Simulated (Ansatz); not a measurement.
A nudged elastic band was laid between two geometries of F$_{2}$H$_{2}$S$_{2}$Si (7 atoms, charge 0, multiplicity 1).

All numbers below come from Ansatz 0.2.0, UKS PBE/def2-SVP.

- movable images: 5
- climbing image: yes
- spring: 5.0 eV/Å²
- optimiser: lbfgs
- start path: through a guess of the saddle point
- force threshold: 0.03 eV/Å
- iteration limit: 60
- end points: relaxed
- largest step: 0.02 Å

Initial state:

```xyz
7
Properties=species:S:1:pos:R:3
Si -0.176 -0.364 0.453
S 1.342 -0.913 -0.937
S -1.035 1.559 0.134
H -1.196 1.330 -1.200
F -1.255 -1.576 0.364
F 0.343 -0.322 1.993
H 1.977 0.286 -0.806
```

Final state:

```xyz
7
Properties=species:S:1:pos:R:3
Si -0.641 -0.160 0.805
S 0.782 -0.363 -1.303
S -1.642 1.520 0.701
H 0.245 0.783 -1.811
F -1.257 -1.658 0.626
F 0.681 -0.429 1.727
H 1.832 0.306 -0.745
```

Question: What changes between the two ends?

Answer: Bonds broken: S3–H4. Bonds formed: S2–H4.

Question: Give the energies along the band, and the barrier.

Answer: The run converged. The highest image is number 4 of 0 to 6, 30.0 kcal/mol above the first end and 2.4 kcal/mol above the last; the last end lies 27.6 kcal/mol above the first. Another band between the same ends (5 images) ends at a top of the same energy, where a vibrational analysis finds 1 clearly imaginary mode. The orbitals were unrestricted but ended closed-shell.

| image | path coordinate (Å) | energy (kcal/mol) | S3–H4 (Å) | S2–H4 (Å) |
| --- | --- | --- | --- | --- |
| 0 | 0.00 | 0.0 | 1.36 | 3.40 |
| 1 | 0.48 | 0.8 | 1.36 | 3.01 |
| 2 | 0.96 | 4.5 | 1.38 | 2.51 |
| 3 | 1.44 | 18.9 | 1.57 | 1.91 |
| 4 | 1.91 | 30.0 | 2.11 | 1.47 |
| 5 | 2.35 | 28.5 | 2.66 | 1.38 |
| 6 | 2.78 | 27.6 | 3.23 | 1.36 |

Question: What is the geometry of the highest image?

Answer: 
```xyz
7
Properties=species:S:1:pos:R:3
Si -0.536 -0.225 0.652
S 0.838 -0.352 -1.326
S -1.434 1.502 0.208
H -0.047 0.819 -1.228
F -1.276 -1.672 0.613
F 0.585 -0.394 1.821
H 1.870 0.322 -0.740
```

Time of the run: 7.2 min on 2 threads of AMD EPYC 7R43 64-Core Processor (Zen 3), with other jobs on the host, peak memory 0.19 GiB.
